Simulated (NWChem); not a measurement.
System: C$_{2}$H$_{6}$BCl$_{2}$N; SMILES B(N(C)C)(Cl)Cl

Excerpt of the output:

```
             Northwest Computational Chemistry Package (NWChem) 7.3.0
             --------------------------------------------------------

 C2V symmetry detected

                             Geometry "geometry" -> ""
                             -------------------------

 Output coordinates in angstroms (scale by  1.889725989 to convert to a.u.)

  No.       Tag          Charge          X              Y              Z
 ---- ---------------- ---------- -------------- -------------- --------------
    1 B                    5.0000     0.00000000     0.00000000    -0.29491789
    2 Cl                  17.0000     0.00000000    -1.51793600    -1.23763889
    3 Cl                  17.0000     0.00000000     1.51793600    -1.23763889
    4 N                    7.0000     0.00000000     0.00000000     1.09962311
    5 C                    6.0000     0.00000000    -1.21242300     1.91827811
    6 C                    6.0000     0.00000000     1.21242300     1.91827811
    7 H                    1.0000     0.88824500    -1.23210000     2.56324011
    8 H                    1.0000    -0.88824500    -1.23210000     2.56324011
    9 H                    1.0000     0.00000000    -2.10290400     1.29232611
   10 H                    1.0000    -0.88824500     1.23210000     2.56324011
   11 H                    1.0000     0.88824500     1.23210000     2.56324011
   12 H                    1.0000     0.00000000     2.10290400     1.29232611

 Effective nuclear repulsion energy (a.u.)     340.7642825723

      Symmetry information
      --------------------

 Group name             C2v
 Group number             16
 Group order               4
 No. of unique centers     6

                                Z-matrix (autoz)
                                --------

 Units are Angstrom for bonds and degrees for angles

      Type          Name      I     J     K     L     M      Value
      ----------- --------  ----- ----- ----- ----- ----- ----------
    1 Stretch                  1     2                       1.78686
    2 Stretch                  1     3                       1.78686
    3 Stretch                  1     4                       1.39454
    4 Stretch                  4     5                       1.46293
    5 Stretch                  4     6                       1.46293
    6 Stretch                  5     7                       1.09788
    7 Stretch                  5     8                       1.09788
    8 Stretch                  5     9                       1.08847
    9 Stretch                  6    10                       1.09788
   10 Stretch                  6    11                       1.09788
   11 Stretch                  6    12                       1.08847
   12 Bend                     1     4     5               124.02810
   13 Bend                     1     4     6               124.02810
   14 Bend                     2     1     3               116.31493
   15 Bend                     2     1     4               121.84253
   16 Bend                     3     1     4               121.84253
   17 Bend                     4     5     7               110.09614
   18 Bend                     4     5     8               110.09614
   19 Bend                     4     5     9               110.86710
   20 Bend                     4     6    10               110.09614
   21 Bend                     4     6    11               110.09614
   22 Bend                     4     6    12               110.86710
   23 Bend                     5     4     6               111.94380
   24 Bend                     7     5     8               108.00723
   25 Bend                     7     5     9               108.85479
   26 Bend                     8     5     9               108.85479
   27 Bend                    10     6    11               108.00723
   28 Bend                    10     6    12               108.85479
   29 Bend                    11     6    12               108.85479
   30 Torsion                  1     4     5     7         120.51404
   31 Torsion                  1     4     5     8        -120.51404
   32 Torsion                  1     4     5     9           0.00000
   33 Torsion                  1     4     6    10         120.51404
   34 Torsion                  1     4     6    11        -120.51404
   35 Torsion                  1     4     6    12           0.00000
   36 Torsion                  2     1     4     5           0.00000
   37 Torsion                  2     1     4     6         180.00000
   38 Torsion                  3     1     4     5         180.00000
   39 Torsion                  3     1     4     6           0.00000
   40 Torsion                  5     4     6    10         -59.48596
   41 Torsion                  5     4     6    11          59.48596
   42 Torsion                  5     4     6    12         180.00000
   43 Torsion                  6     4     5     7         -59.48596
   44 Torsion                  6     4     5     8          59.48596
   45 Torsion                  6     4     5     9         180.00000

  xc_inp: hfexch multiplicative factor not found.

                           NWChem Geometry Optimization
                           ----------------------------

[...]

      ----------------------
      Optimization converged
      ----------------------

  Step       Energy      Delta E   Gmax     Grms     Xrms     Xmax
  ---- ---------------- -------- -------- -------- -------- --------
@    4   -1077.44712984 -1.6D-07  0.00002  0.00001  0.00037  0.00086
                                     ok       ok       ok       ok

                                Z-matrix (autoz)
                                --------

 Units are Angstrom for bonds and degrees for angles

[...]

 Rotational Constants
 --------------------
 A=   0.079684 cm-1  (  0.114645 K)
 B=   0.069198 cm-1  (  0.099558 K)
 C=   0.037550 cm-1  (  0.054025 K)

 Temperature                      =   298.15K
 frequency scaling parameter      =   1.0000

 Zero-Point correction to Energy  =   60.834 kcal/mol  (  0.096946 au)
 Thermal correction to Energy     =   65.428 kcal/mol  (  0.104266 au)
 Thermal correction to Enthalpy   =   66.020 kcal/mol  (  0.105209 au)

 Total Entropy                    =   84.334 cal/mol-K
   - Translational                =   40.365 cal/mol-K (mol. weight = 124.9970)
   - Rotational                   =   27.056 cal/mol-K (symmetry #  =        2)
   - Vibrational                  =   16.913 cal/mol-K

 Cv (constant volume heat capacity) =   23.876 cal/mol-K
   - Translational                  =    2.979 cal/mol-K
   - Rotational                     =    2.979 cal/mol-K
   - Vibrational                    =   17.917 cal/mol-K

[normal modes left out]

 ----------------------------------------------------------------------------
 Normal Eigenvalue ||           Projected Infra Red Intensities
  Mode   [cm**-1]  || [atomic units] [(debye/angs)**2] [(KM/mol)] [arbitrary]
 ------ ---------- || -------------- ----------------- ---------- -----------
    1       -0.000 ||    0.001070           0.025         1.044       0.262
    2       -0.000 ||    0.001257           0.029         1.226       0.308
    3       -0.000 ||    0.000575           0.013         0.561       0.141
    4       -0.000 ||    0.000026           0.001         0.026       0.006
    5        0.000 ||    0.000034           0.001         0.033       0.008
    6        0.000 ||    0.000669           0.015         0.652       0.164
    7       90.529 ||    0.000000           0.000         0.000       0.000
    8      142.066 ||    0.000091           0.002         0.089       0.022
    9      147.038 ||    0.000000           0.000         0.000       0.000
   10      249.174 ||    0.000120           0.003         0.117       0.029
   11      284.735 ||    0.002840           0.066         2.768       0.695
   12      312.330 ||    0.002816           0.065         2.745       0.689
   13      422.159 ||    0.005211           0.120         5.080       1.276
   14      431.661 ||    0.006441           0.149         6.279       1.577
   15      556.986 ||    0.014185           0.327        13.829       3.473
   16      567.251 ||    0.034519           0.796        33.651       8.451
   17      975.769 ||    0.004001           0.092         3.901       0.980
   18      981.006 ||    0.293747           6.777       286.359      71.919
   19     1179.995 ||    0.030406           0.701        29.641       7.444
   20     1231.328 ||    0.000000           0.000         0.000       0.000
   21     1256.354 ||    0.224248           5.174       218.608      54.903
   22     1295.117 ||    0.006579           0.152         6.414       1.611
   23     1328.929 ||    0.128564           2.966       125.331      31.477
   24     1581.083 ||    0.305165           7.040       297.490      74.714
   25     1602.257 ||    0.004928           0.114         4.804       1.207
   26     1639.243 ||    0.000000           0.000         0.000       0.000
   27     1645.352 ||    0.014291           0.330        13.931       3.499
   28     1651.988 ||    0.011007           0.254        10.730       2.695
   29     1655.377 ||    0.016374           0.378        15.962       4.009
   30     1691.230 ||    0.129660           2.991       126.399      31.745
   31     3201.543 ||    0.022569           0.521        22.001       5.526
   32     3210.823 ||    0.097785           2.256        95.326      23.941
   33     3253.822 ||    0.000000           0.000         0.000       0.000
   34     3256.004 ||    0.089389           2.062        87.141      21.885
   35     3366.684 ||    0.015148           0.349        14.767       3.709
   36     3366.831 ||    0.006679           0.154         6.511       1.635
 ----------------------------------------------------------------------------
```

Level: Hartree-Fock/6-31G* (spherical d). 

Q: Reconstruct the input file.

A: This is not unique; one that fits is the input that was run:
```
start job
memory heap 200 mb stack 900 mb global 1100 mb
geometry units angstroms
  B      0.000000     0.000000    -0.318446
  Cl     0.000000    -1.517936    -1.261167
  Cl     0.000000     1.517936    -1.261167
  N      0.000000     0.000000     1.076095
  C      0.000000    -1.212423     1.894750
  C      0.000000     1.212423     1.894750
  H      0.888245    -1.232100     2.539712
  H     -0.888245    -1.232100     2.539712
  H      0.000000    -2.102904     1.268798
  H     -0.888245     1.232100     2.539712
  H      0.888245     1.232100     2.539712
  H      0.000000     2.102904     1.268798
end
basis spherical
  * library 6-31g*
end
dft
  xc hfexch
  iterations 150
end
driver
  maxiter 120
end
task dft optimize
task dft freq
```
